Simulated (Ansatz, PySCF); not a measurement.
Molecule: sum formula H₃B₂O (charge 0, doublet). It need not be the lowest isomer of its formula. SMILES: [BH]OB
Coordinates optimised at B3LYP-D3(BJ)/def2-TZVP (Ansatz, a first-principles code):
```
O
B 1 1.3054
B 1 1.3492 2 174.11
H 3 1.1906 1 118.03 2 -90.04
H 3 1.1906 4 123.94 1 179.92
H 2 1.1951 1 124.83 3 180.00
```
Charge 0, spin multiplicity 2.

Wanted: atomisation energy (electronic, to ground-state atoms), in kcal/mol. Correlated levels leave the core frozen unless marked. UHF or UKS for open shells. Spin-orbit coupling is left out. No relativistic terms. The coupled-cluster limit lacks core correlation, which all-electron functionals hold. CBS(X,Y): correlation extrapolated as X^-3; Hartree-Fock from the larger set. [CCSD(T)-MP2]/basis is that difference in the basis named.

```
level                         program  atomisation energy (kcal/mol)
----------------------  -------------  -----------------------------
HF/6-31G                       Ansatz                          384.9
HF/aug-cc-pVTZ                 Ansatz                          409.9
HF/def2-TZVPD                   PySCF                          409.7
HF/cc-pVQZ                     Ansatz                          411.3
PBE/def2-TZVPD                 Ansatz                          535.7
revPBE/def2-TZVPD              Ansatz                          517.6
TPSS-D3(BJ)/def2-TZVPD  PySCF + dftd3                          533.2
```

Task: Estimate the value at RI-MP2/CBS(aug-cc-pVTZ,aug-cc-pVQZ)+[CCSD(T)-MP2]/aug-cc-pVTZ as computed with Ansatz.

Result: 519.7 kcal/mol
